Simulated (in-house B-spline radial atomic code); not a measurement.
Ionisation energies along the 3-electron series, configuration [He] 2s1, as differences of self-consistent energies. Dirac energy differences include first-order Breit, QED and recoil terms. NIST's values go from ground level to ground level; the uncertainty of those that are theory runs from under 0.1 % in few-electron ions to several per cent in heavy many-electron ones. Computed with a B-spline radial code for spherical atoms: Dirac-Hartree-Fock, average of the configuration, finite nuclei.

```tsv
ion	configuration after	ionisation energy (eV)	IE/(q+1)² (eV)	-ε less Coulomb ΔSCF (eV)	Breit and QED recoil part (eV)	tabulated value (eV)	tabulated kind	computed minus tabulated (eV)
Li	1s2	5.3	5.3418	0.00030222	-0.00057969	5.391715	measured	0.0
Be+	1s2	18.1	4.5317	0.0013848	-0.0019513	18.21115	measured	-0.1
B2+	1s2	37.8	4.2027	0.0026047	-0.0042814	37.93059	measured	-0.1
C3+	1s2	?	?	?	?	?	measured	?
N4+	1s2	97.8	3.9104	0.0045984	-0.013419	97.8901	measured	-0.1
O5+	1s2	138.0	3.8328	0.0053581	-0.02077	138.1189	semi-empirical	-0.1
F6+	1s2	185.0	3.7763	0.0059964	-0.030294	185.1868	measured	-0.1
Ne7+	1s2	238.9	3.7335	0.006539	-0.043326	239.097	semi-empirical	-0.2
Mg9+	1s2	367.3	3.6734	0.0074136	-0.079341	367.489	tabulated theory	-0.1
Al10+	1s2	441.9	3.6517	0.0077735	-0.10321	442.005	tabulated theory	-0.2
Si11+	1s2	523.3	3.6338	0.0080949	-0.13255	523.415	tabulated theory	-0.2
P12+	1s2	611.6	3.6188	0.0083853	-0.16645	611.741	tabulated theory	-0.2
S13+	1s2	706.8	3.6063	0.0086502	-0.20684	706.994	tabulated theory	-0.2
Cl14+	1s2	809.0	3.5957	0.0088944	-0.25278	809.198	tabulated theory	-0.2
Ar15+	1s2	?	?	?	?	?	tabulated theory	?
K16+	1s2	1034.4	3.5792	0.0093344	-0.3663	1034.542	tabulated theory	-0.2
Ca17+	1s2	1157.6	3.5727	0.0095356	-0.43497	1157.726	tabulated theory	-0.2
Sc18+	1s2	1287.8	3.5673	0.0097272	-0.51054	1287.957	tabulated theory	-0.2
Ti19+	1s2	1425.1	3.5627	0.0099109	-0.59582	1425.257	tabulated theory	-0.2
V20+	1s2	?	?	?	?	?	tabulated theory	?
Cr21+	1s2	1721.0	3.5558	0.01026	-0.79618	1721.183	tabulated theory	-0.2
Mn22+	1s2	1879.7	3.5533	0.010428	-0.91173	1879.873	tabulated theory	-0.2
```

(1) Fill in the row of C3+.

(2) Fill in the row of Ar15+.

(3) Fill in the row of V20+.

(4) How far is this level of theory from the measured and semi-empirical values?

Results:

(1) ionisation energy (eV): 64.4; IE/(q+1)² (eV): 4.0233; -ε less Coulomb ΔSCF (eV): 0.0036878; Breit and QED recoil part (eV): -0.0081222; tabulated value (eV): 64.49352; computed minus tabulated (eV): -0.1.

(2) ionisation energy (eV): 918.2; IE/(q+1)² (eV): 3.5868; -ε less Coulomb ΔSCF (eV): 0.0091214; Breit and QED recoil part (eV): -0.30486; tabulated value (eV): 918.375; computed minus tabulated (eV): -0.2.

(3) ionisation energy (eV): 1569.5; IE/(q+1)² (eV): 3.5589; -ε less Coulomb ΔSCF (eV): 0.010088; Breit and QED recoil part (eV): -0.69062; tabulated value (eV): 1569.656; computed minus tabulated (eV): -0.2.

(4) Over those 8 rows the differences run from -0.151 to -0.0499 eV (mean absolute value 0.12 eV). The calculation leaves out correlation and, in open shells, the multiplet splittings that an average leaves out.
